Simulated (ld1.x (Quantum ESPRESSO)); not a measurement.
# Which change was made? (Al, RRKJ)

| Quantity | Value |
| --- | --- |
| Element | Al |
| Generator | ld1.x (Quantum ESPRESSO) 7.5 |
| Type | norm-conserving RRKJ (Kleinman–Bylander form) |
| Functional | PW91 |
| Relativity | scalar-relativistic |
| Frozen core | [Ne] |
| Valence charge | 3 |
| Reference configuration | 3s2 3p0.5 (charge +0.5) |
| Partial waves | 3s (bound): rc 1.90 bohr; 3p (bound): rc 1.65 bohr |
| Local potential | all-electron potential smoothed inside 1.75 bohr (lloc = -1) |
| Core correction | a·sin(br)/r model core inside 1.35 bohr |
| rho0 | 0.005 |

Cutoffs, loose and tight: the cutoffs (Ry, on a coarse ladder) from which the occupation-weighted sum of valence levels, in a spherical-Bessel basis at the reference potential, stays within 10 and 1 mRy of its value at 400 Ry. They do not see the model core or the augmentation charge, which bear on the density cutoff. Test errors are all-electron minus pseudo excitation energies from the reference, over the configurations 3s2 3p1; 3s2 3p0; 3s1 3p0; 3s1 3p2; 3s0 3p3; 3s2 3p1.3; 3s1 3p1; variants that change the core or the reference have their own tests.

The base gives: outcome: generated; cutoff, loose: 15 Ry; cutoff, tight: 40 Ry; bound ghosts: none; largest test error (meV): +19.

**Question.** After one change the result is: outcome: generated; cutoff, loose: 10 Ry; cutoff, tight: 30 Ry; bound ghosts: none; largest test error (meV): +21. Which change was it?
A. all radii but the core radius scaled by about 1.37 (s 2.60, p 2.26 bohr); local potential all-electron potential smoothed inside 2.38 bohr (lloc = -1)
B. all radii but the core radius scaled by about 1.12 (s 2.12, p 1.84 bohr); local potential all-electron potential smoothed inside 1.96 bohr (lloc = -1)
C. all radii but the core radius scaled by about 0.86 (s 1.64, p 1.42 bohr); local potential all-electron potential smoothed inside 1.50 bohr (lloc = -1)
D. all radii but the core radius scaled by about 1.22 (s 2.32, p 2.02 bohr); local potential all-electron potential smoothed inside 2.14 bohr (lloc = -1)

**Answer.** D. The others give: all radii but the core radius scaled by about 0.86 (s 1.64, p 1.42 bohr); local potential all-electron potential smoothed inside 1.50 bohr (lloc = -1) → outcome: failed: compute_chi: n is too large | all radii but the core radius scaled by about 1.12 (s 2.12, p 1.84 bohr); local potential all-electron potential smoothed inside 1.96 bohr (lloc = -1) → outcome: generated; cutoff, loose: 12 Ry; cutoff, tight: 30 Ry; bound ghosts: none; largest test error (meV): +21 | all radii but the core radius scaled by about 1.37 (s 2.60, p 2.26 bohr); local potential all-electron potential smoothed inside 2.38 bohr (lloc = -1) → outcome: generated; cutoff, loose: 10 Ry; cutoff, tight: 15 Ry; bound ghosts: none; largest test error (meV): -24.
